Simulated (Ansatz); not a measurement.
Reaction (substitution at a C–Ge bond): `[CH3][GeH]([OH])[TeH]` + `C[O][Ga]([OH])[OH]` → `C[O][Ga]([OH])[O]C` + `[OH][GeH2][TeH]`

Calculated with Ansatz (gas phase, PBE0-D4/def2-TZVP geometries, no zero-point term in ΔE). CBS: MP2 limit from def2 TZ/QZ plus the TZ coupled-cluster correction, frozen cores. Functionals use def2-TZVPP. B3LYP here is the variant with VWN-RPA as its local correlation; programs differ in this. Elements past krypton have def2 core potentials. For Ga, Ge, Te outer-core shells are correlated without core-valence functions, which leaves a few kJ/mol of doubt a bond. Scalar relativity is left out up to krypton. One conformer a species, not always the lowest.

```json
{"level": "B3LYP-D4", "ΔE (eV)": "1.02"}
{"level": "ωB97M-V", "ΔE (eV)": "1.09"}
{"level": "r2SCAN", "ΔE (eV)": "1.08"}
{"level": "B3LYP", "ΔE (eV)": "1.00"}
{"level": "CCSD(T)/def2-TZVPP", "ΔE (eV)": "1.11"}
{"level": "MP2/def2-QZVPP", "ΔE (eV)": "1.23"}
{"level": "HF/CBS(def2)", "ΔE (eV)": "0.93"}
{"level": "CCSD/CBS(def2)", "ΔE (eV)": "1.13"}
```

Problem. What does CCSD(T)/CBS give? (Best estimate.)

Solution. Ansatz gave: +1.15 eV. The listed levels differ from it by -0.13, -0.06, -0.07, -0.15, -0.04, 0.08, -0.22, -0.02 eV.

Largest T1 diagnostic among the species: 0.014.

In def2-TZVPP, CCSD(T) changes the Hartree–Fock value by +0.16 eV (the triples alone add +0.01 eV) and MP2 by +0.26 eV.
